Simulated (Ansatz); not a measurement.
Pulling on the Si2–O1 bond in H4OSi (SMILES O[SiH3]) (multiplicity 1 held, fragments rigid). Energies count from the point at 1.653 Å.
Geometry at that point (charge 0, multiplicity 1):
| atom | x (Å) | y (Å) | z (Å) |
|---|---|---|---|
| O | 1.0387 | -0.3347 | -0.2562 |
| Si | -0.5088 | 0.1297 | 0.0921 |
| H | 1.7621 | 0.0911 | 0.2094 |
| H | -0.8430 | -0.1066 | 1.5186 |
| H | -1.3792 | -0.6922 | -0.7709 |
| H | -0.7258 | 1.5694 | -0.1959 |

Signs of static correlation in cc-pV(D+d)Z, with CASSCF(4,3), from Ansatz (a program for electronic structure) runs.

```tsv
R (Å)	T1 of restricted CCSD	⟨S²⟩ of UHF	largest double amplitude of restricted CCSD	weight of the CASSCF reference in MRCISD	CASSCF natural occupations
1.322	0.009	0.000	0.030	0.919	2.00 1.98 0.02
1.488	0.010	0.000	0.029	0.916	2.00 1.99 0.01
1.653	0.011	0.000	0.026	0.914	2.00 1.99 0.01
1.818	0.012	0.000	0.029	0.912	2.00 1.98 0.02
1.983	0.014	0.000	0.034	0.911	2.00 1.96 0.04
2.231	0.019	0.000	___	0.909	2.00 1.93 0.07
2.479	___	0.574	0.150	0.909	2.00 1.85 0.15
2.892	0.045	0.905	0.307	0.910	2.00 1.61 0.39
3.306	0.067	0.979	0.496	0.911	2.00 1.36 0.64
3.801	0.083	1.002	0.689	0.912	2.00 1.18 0.82
4.463	0.092	1.007	0.838	0.912	2.00 1.07 0.93
5.289	0.093	1.008	0.911	0.912	2.00 1.02 0.98
```

### Question
Complete the blanks.

### Answer

- 2.231, largest double amplitude of restricted CCSD: 0.082
- 2.479, T1 of restricted CCSD: 0.026

Doubts at one or more of the structures used: active orbitals that take no part (SC-NEVPT2 on CASSCF(4,3)/cc-pV(D+d)Z); a restricted determinant that unrestricted orbitals would lower (R-CCSD(T)/cc-pV(D+d)Z); other coupled-cluster roots lie near (R-CCSD(T)/cc-pV(D+d)Z); T1 above 0.05 (R-CCSD(T)/cc-pV(D+d)Z, U-CCSD(T)/cc-pV(D+d)Z); a spin-contaminated determinant (U-CCSD(T)/cc-pV(D+d)Z).
